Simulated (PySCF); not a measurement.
# [Ag(H2O)4]2+: what the settings change

[Ag(H2O)4]2+: Ag(II) (d9), charge +2. The structure is a PBE0-D3(BJ)/def2-TZVP, IEF-PCM water geometry optimised for multiplicity 2; coordination square planar, point group Cs, metal–donor distances 2.13 Å.

```
13

Ag    0.0000    0.0000    0.0000
O     2.1345    0.0000    0.0211
H     2.4996    0.7731    0.4755
H     2.4996   -0.7731    0.4755
O    -2.1371    0.0000    0.0211
H    -2.5065    0.7745   -0.4277
H    -2.5065   -0.7745   -0.4277
O    -0.1155    2.1410   -0.0222
H     0.2433    2.5319    0.7882
H     0.3942    2.5239   -0.7516
O    -0.1155   -2.1410   -0.0222
H     0.2433   -2.5319    0.7882
H     0.3942   -2.5239   -0.7516
```

Method (PySCF 2.14, density fitting): CASSCF(9,5) with orbitals averaged over all microstates of the shell, strongly contracted NEVPT2 on the averaged canonical orbitals; basis x2c-TZVPall on the metal, x2c-SVPall elsewhere; spin-free X2C; IEF-PCM water; spin-orbit coupling by state interaction with the mean-field operator over all roots.

Base run: NEVPT2 ground state 2A', next 2A' at 19085, then 2A'' at 19490 cm⁻¹, ζ 1710 cm⁻¹, g 2.100 2.113 2.545, μeff(300 K) 1.98 μB.

Question: What happens with the basis x2c-TZVPall on all atoms?

Answer: NEVPT2 ground state 2A', next 2A' at 18745, then 2A'' at 19081 cm⁻¹, ζ 1710 cm⁻¹, g 2.101 2.114 2.555, μeff(300 K) 1.99 μB. It took 21 s against 11 s on a shared host of the same kind.

NEVPT2 lifts 2A'' from 15179 to 19490 cm⁻¹; on the d shell alone such lifts tend to overshoot.
